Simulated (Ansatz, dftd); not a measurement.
Reaction: B2O2 (oxo(oxoboranyl)borane, SMILES B(=O)B=O) + H+ → HB2O2+ (SMILES O=BB=[OH+])
Each species at its own B3LYP-D3(BJ)/def2-TZVP minimum (Ansatz, a quantum-chemistry and plane-wave program), one conformer.

Quantity: proton affinity (electronic), positive where energy is released, in kJ/mol. Open shells are spin-unrestricted; no spin-orbit coupling. CBS(X,Y): correlation extrapolated as X^-3, Hartree-Fock from the larger set (Q,5: extrapolated as (X+1)exp(-9√X)). A bracket is a step between two methods taken in the basis named. The functionals are non-relativistic, so their misses hold any scalar relativity. Double hybrids freeze cores in their MP2 part. 'core' is core correlation in cc-pwCVTZ, 'X2C' scalar relativity in cc-pVTZ-DK, both at CCSD(T).

Compared with CCSD(T)/CBS(cc-pVQZ,cc-pV5Z) + [CCSDT(Q) - CCSD(T)]/cc-pVTZ + core + X2C (Ansatz): 654.5 kJ/mol.

Costs are rough ratios of core time, to one figure, on one kind of shared machine, summed over the single points of the molecules; atoms, geometries and frequencies are left out. The first row took roughly 10 core seconds; short runs hold start-up time.

```csv
level,program,cost relative to the first row,difference (kJ/mol)
PBE0-D3(BJ)/def2-TZVPD,Ansatz + dftd3,1,9.8
CAM-B3LYP-D4/def2-TZVPD,Ansatz + dftd4,1,0.5
r2SCAN/def2-TZVPD,Ansatz,1,6.7
B2PLYP-D3(BJ)/def2-TZVPD,Ansatz + dftd3,2,-1.1
wB97M-V/def2-TZVPD,Ansatz,2,-2.2
B2GP-PLYP/def2-TZVPD,Ansatz,2,-1.5
```

The dearest row costs roughly 2 times the first. Costs within a factor of two don't rank. The table holds for this case alone.
